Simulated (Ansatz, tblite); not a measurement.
Cost and result up the ladder for BiH2(vinyl) (C2H5Bi) (8 atoms). Total charge 0; singlet. Geometry: PBE-D4/def2-TZVP.

```
atom   x (Å)   y (Å)   z (Å)
 Bi1   0.201   1.687   0.580
  H2   1.512   2.087  -0.606
  H3  -1.008   2.409  -0.559
  C4  -0.078  -0.383  -0.275
  C5  -0.137  -1.458   0.513
  H6  -0.164  -0.480  -1.361
  H7  -0.054  -1.395   1.603
  H8  -0.271  -2.466   0.106
```

Ansatz on 4 threads of Arm Neoverse V2 on a shared host; xTB runs through tblite on one thread. Times are rough, summed over both states, and most runs start from the orbitals of an earlier one. PBE0-D4/def2-TZVP serves as the yardstick here, not as an exact answer. The other state is a triplet.

In the def2 sets Bi takes a core potential; there is no spin–orbit coupling. The xTB rows come from tblite.

xTB has no spin-polarisation term.

```json
{"level": "GFN2-xTB", "functions": "17", "wall time": "0.004 s", "vertical triplet (eV)": "5.06", "difference from PBE0-D4/def2-TZVP (eV)": "0.84"}
{"level": "GFN1-xTB", "functions": "22", "wall time": "0.006 s", "vertical triplet (eV)": "4.96", "difference from PBE0-D4/def2-TZVP (eV)": "0.74"}
{"level": "PBE-D4/def2-TZVP", "functions": "142", "wall time": "2.7 s", "vertical triplet (eV)": "4.38", "difference from PBE0-D4/def2-TZVP (eV)": "0.17"}
{"level": "PBE0-D4/def2-TZVP", "functions": "142", "wall time": "3.8 s", "vertical triplet (eV)": "4.22", "difference from PBE0-D4/def2-TZVP (eV)": "0.00"}
{"level": "r2SCAN-D4/def2-TZVP (with forces)", "functions": "142", "wall time": "6.1 s", "vertical triplet (eV)": "4.08", "difference from PBE0-D4/def2-TZVP (eV)": "-0.13"}
```
